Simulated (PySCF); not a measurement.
C2H6Ge, singlet, geometry from GFN2-xTB.

PySCF was given this input:
```python
from pyscf import gto, scf, mcscf
import numpy

mol = gto.M(
    atom='''
Ge    0.66414980   -0.23444849   -0.11534476
C    -1.02603397    0.72240959   -0.13660217
C    -2.06289268    0.41992095    0.62768879
H     0.97554695   -0.80420693   -1.46232096
H     0.63188073   -1.35020173    0.87528771
H     1.79425346    0.67966910    0.23564313
H    -1.10481185    1.55478471   -0.82604285
H    -2.99185172    0.96973770    0.59511150
H    -2.02425136   -0.40141430    1.32683419
''',
    basis='6-31g',
    verbose=4,
)

mf = scf.RHF(mol)
mf.kernel()
mc = mcscf.CASSCF(mf, 6, 8)
mc.fix_spin_(ss=0.0)
mc.kernel()
occ = numpy.linalg.eigvalsh(mc.fcisolver.make_rdm1(mc.ci, mc.ncas, mc.nelecas))[::-1]
ss = mc.fcisolver.spin_square(mc.ci, mc.ncas, mc.nelecas)[0]
print('natural occupations', occ.round(4), ' <S^2>', round(ss, 4))
```

Q: What SCF-reference dipole moment does CASSCF(8,6)/6-31G (PySCF) give?

A: 0.70 D

Q: Give the natural occupations of the active orbitals at the level CASSCF(8,6)/6-31G.

A: 2.00, 2.00, 1.98, 1.91, 0.09, 0.02

Q: Give the SCF-reference Mulliken (on the basis functions themselves) charges in atom order at the level CASSCF(8,6)/6-31G.

A: Ge1 0.74, C2 -0.48, C3 -0.30, H4 -0.16, H5 -0.16, H6 -0.16, H7 0.17, H8 0.17, H9 0.16

Q: Predict the number of basis functions from CASSCF(8,6)/6-31G.

A: 57

Q: What is the computed SCF-reference HOMO-LUMO gap (CASSCF(8,6)/6-31G)?

A: 14.26 eV

Q: Estimate the total energy that CASSCF(8,6)/6-31G returns for this input.

A: -2154.2208 Eh
